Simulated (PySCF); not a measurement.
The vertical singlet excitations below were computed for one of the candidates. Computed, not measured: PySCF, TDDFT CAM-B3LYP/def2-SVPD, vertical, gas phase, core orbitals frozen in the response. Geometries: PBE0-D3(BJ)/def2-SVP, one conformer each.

```tsv
state	λ (nm)	f
S1	172.4	0.010
S2	161.4	0.013
S3	160.8	0.017
S4	147.3	0.061
S5	147.0	0.0043
S6	144.8	0.163
S7	143.4	0.030
S8	142.8	0.058
S9	140.0	0.0021
S10	138.6	0.0060
```

Triplets computed (Tamm–Dancoff): 6.88, 7.26, 7.48, 7.86 eV.

Task: Which candidate is it? All have the formula C4H11ClSi.
A. `C[SiH2]C(Cl)(C)C`
B. `CC(C)[SiH2]CCl`
C. `CC(C)(C)[SiH2]Cl`

Result: C. Its S1, at 7.19 eV, is the highest among the candidates; the nearest of the others has S1 at 6.69 eV. S1 is HOMO→LUMO (75%), HOMO→LUMO+1 (15%). Löwdin shares by element: HOMO carbon 34% or more, silicon 18%, chlorine 16% (atoms not listed hold the other 31%); LUMO silicon 21%, chlorine 21%, carbon 12% or more, hydrogen 9% or more (atoms not listed hold the other 36%). At the same level the other candidates give, for their lowest levels:
- `CC(C)[SiH2]CCl`: 185 nm (f 0.027); 173 nm (f 0.003); 166 nm (f 0.006); 162 nm (f 0.003); 154 nm (f 0.032); T1 6.03 eV; HOMO -9.17, LUMO 0.93 eV
- `C[SiH2]C(C)(C)Cl`: 185 nm (f 0.014); 173 nm (f 0.002); 162 nm (f 0.033); 154 nm (f 0.002); 150 nm (f 0.033); T1 6.00 eV; HOMO -9.19, LUMO 1.08 eV

Conformer computed: `[CH3:1][C:2]([CH3:3])([CH3:4])[SiH2:5][Cl:6]`: C1–C2–Si5–Cl6 62°.

Without π bonds the low states are Rydberg-like; a valence basis with one diffuse set may place them up to an eV too high.
